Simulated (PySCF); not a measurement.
CH₆GeO₂Si. Atoms are numbered in the order given.

```xyz
11

C     -1.9784     1.0755    -0.2802
Ge    -0.6447    -0.1925     0.2919
O      0.4114    -0.8119    -1.0542
Si     1.7705    -0.0685    -0.3801
O      0.8865     0.5725     0.9091
H     -2.4333     1.5625     0.5947
H     -1.5109     1.8372    -0.9186
H     -2.7672     0.5595    -0.8469
H     -1.1473    -1.3198     1.2084
H      2.3685     0.9751    -1.2608
H      2.8218    -1.0345     0.0467
```

Geometry: PBE0-D3(BJ)/def2-SVP. The structure was generated by enumeration, and PubChem lists no compound with its InChIKey, so it may never have been made.

All values below come from PySCF with M06-2X/def2-TZVP.

ESP charges are fitted to the potential on shells at 1.4 to 2.0 van der Waals radii. Atomic charges (e):

```json
[
 {"atom": "C1", "Mulliken": "-0.54", "ESP fit": "-0.84", "IAO": "-0.73", "Löwdin": "-0.50"},
 {"atom": "Ge2", "Mulliken": "0.74", "ESP fit": "1.05", "IAO": "1.30", "Löwdin": "0.50"},
 {"atom": "O3", "Mulliken": "-0.59", "ESP fit": "-0.64", "IAO": "-0.92", "Löwdin": "-0.16"},
 {"atom": "Si4", "Mulliken": "0.54", "ESP fit": "0.73", "IAO": "1.23", "Löwdin": "0.06"},
 {"atom": "O5", "Mulliken": "-0.59", "ESP fit": "-0.64", "IAO": "-0.92", "Löwdin": "-0.16"},
 {"atom": "H6", "Mulliken": "0.17", "ESP fit": "0.22", "IAO": "0.17", "Löwdin": "0.13"},
 {"atom": "H7", "Mulliken": "0.17", "ESP fit": "0.24", "IAO": "0.17", "Löwdin": "0.14"},
 {"atom": "H8", "Mulliken": "0.17", "ESP fit": "0.22", "IAO": "0.17", "Löwdin": "0.14"},
 {"atom": "H9", "Mulliken": "0.01", "ESP fit": "-0.13", "IAO": "-0.13", "Löwdin": "-0.06"},
 {"atom": "H10", "Mulliken": "-0.04", "ESP fit": "-0.10", "IAO": "-0.17", "Löwdin": "-0.05"},
 {"atom": "H11", "Mulliken": "-0.04", "ESP fit": "-0.11", "IAO": "-0.17", "Löwdin": "-0.05"}
]
```
